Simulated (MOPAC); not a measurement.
Input for MOPAC: PM3 on CH10GeSi (a complex), monomers drawn apart or pushed together.

```
PM3 1SCF PRECISE CHARGE=0 THREADS=1
CH10GeSi

Ge     0.18697764 1    -0.15005688 1     0.20538804 1
H      0.70287154 1    -1.19526948 1     1.20462870 1
H      0.86880589 1    -0.35826398 1    -1.15466851 1
H      0.49694520 1     1.25767441 1     0.73187328 1
H     -1.33266865 1    -0.31165876 1     0.04504240 1
C     -1.36737685 1     0.39608035 1     5.17950896 1
Si     0.38380579 1    -0.00414491 1     5.72220097 1
H     -1.52996850 1     1.47500795 1     5.15464356 1
H     -2.09263658 1    -0.03900816 1     5.86965528 1
H     -1.57534640 1     0.00018355 1     4.18441475 1
H      1.37379744 1     0.65142945 1     4.83511219 1
H      0.62075767 1    -1.46753153 1     5.68607239 1
H      0.61381653 1     0.47255924 1     7.10822121 1
```

It printed:

```
*******************************************************************************
 **                                                                           **
 **                              MOPAC v23.2.5                                **
 **                                                                           **
 *******************************************************************************
 ** MOPAC's Digital Object Identifier: https://doi.org/10.5281/zenodo.6511958 **
 **                                                                           **
 ** Please cite the open-source release paper for use of this MOPAC version:  **
 ** J. E. Moussa and J. J. P. Stewart (2026)                                  **
 ** MOPAC: An open-source semiempirical molecular orbital program             **
 ** J. Open Source Softw., 11(119), 8025, https://doi.org/10.21105/joss.08025 **
 *******************************************************************************

                              PM3 CALCULATION RESULTS

 *******************************************************************************
 *  PM3        - The PM3 Hamiltonian to be used
 *
 *
 *
 *                 CHARGE ON SYSTEM = 0
 *
 *
 *
 *  PRECISE    - TIGHTER CRITERIA TO BE USED
 *  1SCF       - DO 1 SCF AND THEN STOP
 *  THREADS=1  - MULTI-THREADING NOT USED
 *  T=         - A TIME OF 172800.0 SECONDS REQUESTED
 *  DUMP=N     - RESTART FILE WRITTEN EVERY 7200.0 SECONDS REQUESTED
 *******************************************************************************
PM3 1SCF PRECISE CHARGE=0 THREADS=1
 CH10GeSi

   ATOM   CHEMICAL          X               Y               Z
  NUMBER   SYMBOL      (ANGSTROMS)     (ANGSTROMS)     (ANGSTROMS)

     1      Ge          0.18697764  *  -0.15005688  *   0.20538804  *
     2       H          0.70287154  *  -1.19526948  *   1.20462870  *
     3       H          0.86880589  *  -0.35826398  *  -1.15466851  *
     4       H          0.49694520  *   1.25767441  *   0.73187328  *
     5       H         -1.33266865  *  -0.31165876  *   0.04504240  *
     6       C         -1.36737685  *   0.39608035  *   5.17950896  *
     7      Si          0.38380579  *  -0.00414491  *   5.72220097  *
     8       H         -1.52996850  *   1.47500795  *   5.15464356  *
     9       H         -2.09263658  *  -0.03900816  *   5.86965528  *
    10       H         -1.57534640  *   0.00018355  *   4.18441475  *
    11       H          1.37379744  *   0.65142945  *   4.83511219  *
    12       H          0.62075767  *  -1.46753153  *   5.68607239  *
    13       H          0.61381653  *   0.47255924  *   7.10822121  *



          CARTESIAN COORDINATES

    NO.       ATOM           X           Y           Z

     1        Ge          0.1870     -0.1501      0.2054
     2         H          0.7029     -1.1953      1.2046
     3         H          0.8688     -0.3583     -1.1547
     4         H          0.4969      1.2577      0.7319
     5         H         -1.3327     -0.3117      0.0450
     6         C         -1.3674      0.3961      5.1795
     7        Si          0.3838     -0.0041      5.7222
     8         H         -1.5300      1.4750      5.1546
     9         H         -2.0926     -0.0390      5.8697
    10         H         -1.5753      0.0002      4.1844
    11         H          1.3738      0.6514      4.8351
    12         H          0.6208     -1.4675      5.6861
    13         H          0.6138      0.4726      7.1082

  H: (PM3): J. J. P. STEWART, J. COMP. CHEM. 10, 209 (1989).
  C: (PM3): J. J. P. STEWART, J. COMP. CHEM. 10, 209 (1989).
 Si: (PM3): J. J. P. STEWART, J. COMP. CHEM. 10, 209 (1989).
 Ge: (PM3): J. J. P. STEWART, J. COMP. CHEM. 12, 320-341 (1991).

           Empirical Formula: C H10 Ge Si  =    13 atoms



      MOLECULAR POINT GROUP   :   C1


      RHF CALCULATION, NO. OF DOUBLY OCCUPIED LEVELS = 11


 -------------------------------------------------------------------------------
 PM3 1SCF PRECISE CHARGE=0 THREADS=1
 CH10GeSi



     1SCF WAS SPECIFIED, SO BFGS WAS NOT USED
     SCF FIELD WAS ACHIEVED


                              PM3 CALCULATION
                                                       MOPAC v23.2.5 Linux




          FINAL HEAT OF FORMATION =         28.69313 KCAL/MOL =     120.05205 KJ/MOL


          COSMO AREA              =        168.72 SQUARE ANGSTROMS
          COSMO VOLUME            =        158.14 CUBIC ANGSTROMS

          IONIZATION POTENTIAL    =         11.092689 EV
          HOMO LUMO ENERGIES (EV) =        -11.093  0.463
          NO. OF FILLED LEVELS    =         11
          MOLECULAR WEIGHT        =        122.7655         POINT GROUP:  C1

          MOLECULAR DIMENSIONS (Angstroms)

            Atom       Atom       Distance
            H    13    H     3     8.30847
            H     8    H    12     3.67944
            H    11    H     9     3.24656


          SCF CALCULATIONS        =          1





   ATOM   CHEMICAL          X               Y               Z
  NUMBER   SYMBOL      (ANGSTROMS)     (ANGSTROMS)     (ANGSTROMS)

     1      Ge          0.18697764  *  -0.15005688  *   0.20538804  *
     2       H          0.70287154  *  -1.19526948  *   1.20462870  *
     3       H          0.86880589  *  -0.35826398  *  -1.15466851  *
     4       H          0.49694520  *   1.25767441  *   0.73187328  *
     5       H         -1.33266865  *  -0.31165876  *   0.04504240  *
     6       C         -1.36737685  *   0.39608035  *   5.17950896  *
     7      Si          0.38380579  *  -0.00414491  *   5.72220097  *
     8       H         -1.52996850  *   1.47500795  *   5.15464356  *
     9       H         -2.09263658  *  -0.03900816  *   5.86965528  *
    10       H         -1.57534640  *   0.00018355  *   4.18441475  *
    11       H          1.37379744  *   0.65142945  *   4.83511219  *
    12       H          0.62075767  *  -1.46753153  *   5.68607239  *
    13       H          0.61381653  *   0.47255924  *   7.10822121  *

                             CARTESIAN COORDINATES

   1   Ge        0.186977640    -0.150056880     0.205388040
   2    H        0.702871540    -1.195269480     1.204628700
   3    H        0.868805890    -0.358263980    -1.154668510
   4    H        0.496945200     1.257674410     0.731873280
   5    H       -1.332668650    -0.311658760     0.045042400
   6    C       -1.367376850     0.396080350     5.179508960
   7   Si        0.383805790    -0.004144910     5.722200970
   8    H       -1.529968500     1.475007950     5.154643560
   9    H       -2.092636580    -0.039008160     5.869655280
  10    H       -1.575346400     0.000183550     4.184414750
  11    H        1.373797440     0.651429450     4.835112190
  12    H        0.620757670    -1.467531530     5.686072390
  13    H        0.613816530     0.472559240     7.108221210


           Empirical Formula: C H10 Ge Si  =    13 atoms



      MOLECULAR POINT GROUP   :   C1


                  EIGENVALUES
 -28.95630 -16.01752 -15.79173 -14.13082 -14.11659 -12.25012 -12.24259 -12.23133
 -11.34641 -11.10381 -11.09269   0.46256   0.48212   0.48487   0.72653   1.72090
   2.23440   2.23947   3.70731   4.58181   4.64932   4.65936


              NET ATOMIC CHARGES AND DIPOLE CONTRIBUTIONS

  ATOM NO.   TYPE          CHARGE      No. of ELECS.   s-Pop       p-Pop
    1         Ge           0.277650        3.7223     0.64743     3.07492
    2          H          -0.067013        1.0670     1.06701
    3          H          -0.071049        1.0710     1.07105
    4          H          -0.068737        1.0687     1.06874
    5          H          -0.070742        1.0707     1.07074
    6          C          -0.272368        4.2724     1.15027     3.12210
    7         Si           0.455906        3.5441     0.95385     2.59024
    8          H           0.055051        0.9449     0.94495
    9          H           0.054405        0.9456     0.94559
   10          H           0.055837        0.9442     0.94416
   11          H          -0.115477        1.1155     1.11548
   12          H          -0.116110        1.1161     1.11611
   13          H          -0.117355        1.1174     1.11735
 DIPOLE           X         Y         Z       TOTAL
 POINT-CHG.    -0.183     0.041    -0.063     0.198
 HYBRID        -0.195     0.042    -0.052     0.206
 SUM           -0.378     0.083    -0.114     0.404


          ATOMIC ORBITAL ELECTRON POPULATIONS

     Atom    s        px        py        pz
    1 Ge   0.64743   1.02384   1.02728   1.02379
    2  H   1.06701
    3  H   1.07105
    4  H   1.06874
    5  H   1.07074
    6  C   1.15027   1.05493   1.03275   1.03442
    7 Si   0.95385   0.83660   0.87823   0.87541
    8  H   0.94495
    9  H   0.94559
   10  H   0.94416
   11  H   1.11548
   12  H   1.11611
   13  H   1.11735

 **********************
 *                    *
 * JOB ENDED NORMALLY *
 *                    *
 **********************




 == MOPAC DONE ==
```

The run finished.

Cost: very roughly 0.04 core-seconds.
